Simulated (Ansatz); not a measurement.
C2H10InN (`[CH3][InH-]([CH3])[NH3+]`). The species carries charge 0 and has multiplicity 1. In takes the def2 core potential. All single points use the PBE0-D4/def2-TZVP geometry. It is one conformer, not always the lowest.

```xyz
14

C    -1.500    1.353    0.613
In   -0.489   -0.557    0.373
C     1.474   -0.816    1.271
N     0.296   -0.167   -1.884
H    -2.282    1.489   -0.137
H    -1.974    1.411    1.596
H    -0.796    2.185    0.538
H    -1.432   -1.971   -0.027
H     2.068    0.098    1.195
H     1.377   -1.059    2.332
H     2.026   -1.631    0.797
H     0.718   -1.006   -2.264
H    -0.472    0.096   -2.490
H     0.987    0.573   -1.915
```

Question: What is the dipole moment at ωB97M-V/def2-TZVPP? (An estimate is asked.)

Answer: The calculation gave: 4.35 D, with components (1.56, 0.93, -3.95) D in this frame, pointing from negative to positive charge.

Question: And with PBE, r2SCAN, B3LYP? (An estimate is asked.)

Answer: The calculation gave: PBE 4.35 D, r2SCAN 4.39 D, B3LYP 4.36 D.

Question: Give the Mulliken charges with ωB97M-V, B3LYP, r2SCAN in def2-TZVPP. (Estimate.)

Answer: Ansatz gave: 
```csv
atom,ωB97M-V,B3LYP,r2SCAN
C1,-0.67,-0.65,-0.54
In2,0.67,0.83,0.71
C3,-0.67,-0.65,-0.54
N4,-0.33,-0.38,-0.38
H5,0.11,0.09,0.06
H6,0.12,0.10,0.08
H7,0.11,0.09,0.06
H8,-0.17,-0.22,-0.21
H9,0.11,0.09,0.06
H10,0.12,0.10,0.08
H11,0.11,0.09,0.06
H12,0.16,0.18,0.18
H13,0.16,0.18,0.18
H14,0.16,0.17,0.18
```

B3LYP here is the variant with VWN-RPA as its local correlation; programs differ in this.
